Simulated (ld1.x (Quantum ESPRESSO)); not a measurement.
# Logarithmic derivatives: terbium (Tb), RRKJ

terbium (Tb), norm-conserving RRKJ (Kleinman–Bylander form), made with ld1.x (Quantum ESPRESSO) 7.5 (PBE, scalar-relativistic). Core [Kr] 4d10 5s2, reference 4f9 5p6 5d0 6s2 6p0. Waves: 5p (bound): rc 2.35 bohr; 5d (bound, empty): rc 2.30 bohr; 4f (bound): rc 1.20 bohr; 6s (bound): rc 2.65 bohr. Local part: the s channel. Core correction: a·sin(br)/r model core inside 1.10 bohr.

The phase is arctan(r·u′/u) with u = r·R(r), unwrapped; energies in Ry, scanned from -4 to 5 Ry. A pole is an energy at which the radial function vanishes at the test radius. The pseudo phase is shifted by a multiple of π to meet the all-electron one at the reference energy, and phase errors are pseudo minus all-electron; the curves can meet again beyond the range given. Levels narrower than the energy grid can be missing from the lists of poles.

Problem. For each channel, where are the poles, and over which energies does the pseudopotential scatter like the atom?

Solution.

```json
{"channel": "s", "radius (bohr)": "2.91", "reference energy (Ry)": "-0.27", "poles, all-electron": "-3.44, 2.58", "poles, pseudo": "1.20, 4.26", "unbroken range about the reference energy with phases within 0.05 rad": "-3.1 to 0.1", "phase error 1 Ry above the reference energy (rad)": "-0.152"}
{"channel": "p", "radius (bohr)": "2.91", "reference energy (Ry)": "-1.82", "poles, all-electron": "-1.66, 3.95", "poles, pseudo": "-1.66", "unbroken range about the reference energy with phases within 0.05 rad": "-1.9 to -0.5", "phase error 1 Ry above the reference energy (rad)": "+0.032"}
{"channel": "d", "radius (bohr)": "2.91", "reference energy (Ry)": "-0.10", "poles, all-electron": "0.76", "poles, pseudo": "0.84", "unbroken range about the reference energy with phases within 0.05 rad": "below 1.5", "phase error 1 Ry above the reference energy (rad)": "+0.025"}
{"channel": "f", "radius (bohr)": "2.91", "reference energy (Ry)": "-0.22", "poles, all-electron": "-0.19, 3.60", "poles, pseudo": "-0.18", "unbroken range about the reference energy with phases within 0.05 rad": "-0.2 to 0.1", "phase error 1 Ry above the reference energy (rad)": "+0.156"}
```

Phases in the d channel:

| E (Ry) | all-electron | pseudo |
| --- | --- | --- |
| -4.00 | 1.395 | 1.397 |
| -3.52 | 1.383 | 1.385 |
| -3.04 | 1.367 | 1.370 |
| -2.56 | 1.347 | 1.350 |
| -2.08 | 1.318 | 1.322 |
| -1.60 | 1.274 | 1.279 |
| -1.12 | 1.194 | 1.201 |
| -0.64 | 0.989 | 0.998 |
| -0.16 | -0.134 | -0.133 |
| 0.32 | -1.351 | -1.340 |
| 0.80 | -1.583 | -1.561 |
| 1.28 | -1.696 | -1.658 |
| 1.76 | -1.798 | -1.727 |
| 2.24 | -1.946 | -1.798 |
| 2.72 | -2.298 | -1.891 |
| 3.20 | -3.404 | -2.049 |
| 3.68 | -4.213 | -2.400 |
| 4.16 | -4.455 | -3.253 |
| 4.64 | -4.561 | -4.025 |
